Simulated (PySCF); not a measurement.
SMILES C[Si](C)(C)[SiH2]F (C₃H₁₁FSi₂), GFN2-xTB optimised geometry.

```
17

Si     0.96     0.87     0.00
F      0.63     2.45     0.00
Si    -0.10    -0.08    -1.83
C      0.22    -1.96    -1.87
C     -2.00     0.19    -1.76
C      0.53     0.67    -3.47
H      0.51     0.46     1.33
H      2.43     0.87     0.00
H      1.28    -2.18    -1.95
H     -0.27    -2.43    -2.72
H     -0.15    -2.45    -0.98
H     -2.50    -0.24    -2.62
H     -2.24     1.25    -1.72
H     -2.43    -0.27    -0.87
H      1.60     0.49    -3.60
H      0.02     0.24    -4.33
H      0.38     1.74    -3.50
```

Density from PySCF 2.14.0 with PBE0/def2-SVP at that geometry.

Minimum of the electron density along straight lines between bonded atoms, close to the bond critical point (lines longer than 1.1 times the sum of covalent radii, or with two minima, are not listed):

```csv
bond,length / Å,ρ at the minimum / e bohr⁻³,∇²ρ there / e bohr⁻⁵,position (fraction from the first atom)
Si1–F2,1.619,0.116,1.05,0.42
Si3–C4,1.911,0.108,0.32,0.38
Si3–C5,1.914,0.108,0.31,0.38
Si3–C6,1.914,0.108,0.31,0.38
Si1–H7,1.462,0.119,0.32,0.49
Si1–H8,1.462,0.119,0.32,0.49
C4–H9,1.086,0.272,-0.97,0.62
C4–H10,1.086,0.271,-0.97,0.62
C4–H11,1.086,0.272,-0.97,0.62
C5–H12,1.087,0.271,-0.96,0.62
C5–H13,1.086,0.272,-0.98,0.63
C5–H14,1.087,0.272,-0.97,0.62
C6–H15,1.087,0.272,-0.97,0.62
C6–H16,1.087,0.271,-0.97,0.62
C6–H17,1.086,0.272,-0.98,0.63
```
